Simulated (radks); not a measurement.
Valence configurations of the tungsten ion W+ (all share [Xe]). All-electron calculation, Dirac Kohn-Sham, PBE, spin-unpolarised, spherical densities, point nucleus; open shells fill j = l - 1/2 first. Program: a radial shooting solver on a logarithmic mesh with Libxc functionals. Energies are relative to 4f14 5d4 6s1; eigenvalues in eV.

[
 {"valence": "4f14 5d4 6s1", "E (eV)": "0.000", "e(4f5/2)": "-41.269", "e(4f7/2)": "-39.032", "e(5d3/2)": "-11.906", "e(5d5/2)": "-", "e(6p1/2)": "-"},
 {"valence": "4f14 5d5", "E (eV)": "1.235", "e(4f5/2)": "-38.910", "e(4f7/2)": "-36.674", "e(5d3/2)": "-10.349", "e(5d5/2)": "-9.643", "e(6p1/2)": "-"},
 {"valence": "4f14 5d4 6p1", "E (eV)": "4.801", "e(4f5/2)": "-42.474", "e(4f7/2)": "-40.238", "e(5d3/2)": "-12.929", "e(5d5/2)": "-", "e(6p1/2)": "-7.911"},
 {"valence": "4f14 5d3 6s1 6p1", "E (eV)": "5.402", "e(4f5/2)": "-45.396", "e(4f7/2)": "-43.158", "e(5d3/2)": "-14.793", "e(5d5/2)": "-", "e(6p1/2)": "-8.566"},
 {"valence": "4f14 5d2 6s1 6p2", "E (eV)": "12.498", "e(4f5/2)": "-49.742", "e(4f7/2)": "-47.501", "e(5d3/2)": "-17.750", "e(5d5/2)": "-", "e(6p1/2)": "-9.766"},
 {"valence": "4f13.5 5d5 6s0.5", "E (eV)": "15.223", "e(4f5/2)": "-44.568", "e(4f7/2)": "-42.286", "e(5d3/2)": "-11.760", "e(5d5/2)": "-10.967", "e(6p1/2)": "-"},
 {"valence": "4f13 5d5 6s1", "E (eV)": "31.797", "e(4f5/2)": "-50.546", "e(4f7/2)": "-48.218", "e(5d3/2)": "-13.314", "e(5d5/2)": "-12.429", "e(6p1/2)": "-"},
 {"valence": "4f13 5d4 6s2", "E (eV)": "32.260", "e(4f5/2)": "-53.429", "e(4f7/2)": "-51.100", "e(5d3/2)": "-15.237", "e(5d5/2)": "-", "e(6p1/2)": "-"},
 {"valence": "4f13 5d4 6s1 6p1", "E (eV)": "37.559", "e(4f5/2)": "-54.644", "e(4f7/2)": "-52.314", "e(5d3/2)": "-16.280", "e(5d5/2)": "-", "e(6p1/2)": "-8.732"},
 {"valence": "4f12 5d2 6s1 6p4", "E (eV)": "116.54", "e(4f5/2)": "-79.620", "e(4f7/2)": "-77.187", "e(5d3/2)": "-28.327", "e(5d5/2)": "-", "e(6p1/2)": "-12.871"}
]

NIST lists [Xe] 4f14 5d4 6s1 as the ground configuration; this level of theory agrees among the configurations tried. The energies are those of spherical spin-averaged densities, not of single terms.
